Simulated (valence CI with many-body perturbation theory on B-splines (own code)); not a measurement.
## Sensitivity of CI+MBPT for Er⁵⁴⁺

Calculated by valence CI with perturbative core correlation (CI+MBPT): four valence electrons over a frozen Dirac-Fock core [Ne], a basis of 6 s, 6 p, 5 d, 3 f, 1 g functions for each j, with the one-electron correlation potential Σ1, the two-electron term Σ2, the three-electron term Σ3, Breit, model QED; selected CI, second order for the rest, scaled by the run's own slope (own B-spline code, finite nucleus).

No measured spectrum was set against this ion. As an estimate, large intervals hold to a few tenths of a per cent, small ones and those within an open d or f shell to about a per cent.

The reference run has the lowest level (3s^2 3p1/2^2) J=0 and an ionisation energy of 5331.27 eV. Its largest variational space holds 10000 state functions.

Levels are named by their leading jj configuration (3d3/2^4 stands for four electrons in 3d with j = 3/2), which in mixed levels can hold well under half, so a name can repeat and another be missing.

Changed runs:
A. Breit term on → off; QED terms on → off; screening of Σ1 on → off
B. cutoff of virtual states (hartree) 9248 → 22440
C. Breit term on → off
D. box radius (bohr) 1.5325 → 0.41 (bad on purpose)

Excitation energies of the reference run in cm⁻¹, and shifts in cm⁻¹:

| Level | Reference | A | B | C |
| --- | --- | --- | --- | --- |
| (3s^2 3p1/2 3p3/2) J=1 | 1855060 | +22195 | +30 | +24787 |
| (3s^2 3p1/2 3p3/2) J=2 | 1923710 | +25303 | +30 | +27876 |
| (3s 3p1/2^2 3p3/2) J=2 | 3040970 | +28280 | +34 | +4272 |
| (3s 3p1/2^2 3p3/2) J=1 | 3247510 | +27254 | +38 | +5811 |
| (3s^2 3p1/2 3d3/2) J=2 | 3451210 | +36244 | +61 | +33951 |
| (3s^2 3p1/2 3d3/2) J=1 | 3758940 | +32630 | +57 | +27071 |
| (3s^2 3p3/2^2) J=2 | 3829590 | +45634 | +59 | +50524 |
| (3s^2 3p3/2^2) J=0 | 3978190 | +42398 | +60 | +47260 |
| (3s^2 3p1/2 3d5/2) J=2 | 4026380 | +44947 | +62 | +43009 |
| (3s^2 3p1/2 3d5/2) J=3 | 4033360 | +49709 | +63 | +48525 |
| (3s 3p1/2^2 3d3/2) J=1 | 4665750 | +36106 | +65 | +6830 |
| (3s 3p1/2^2 3d3/2) J=2 | 4717210 | +38442 | +65 | +9132 |
| Ionisation energy (eV) | 5331.27 | +7.40 | +0.0077 | +7.35 |

Run D: It gave no result. The program said: "need at least one array to concatenate".
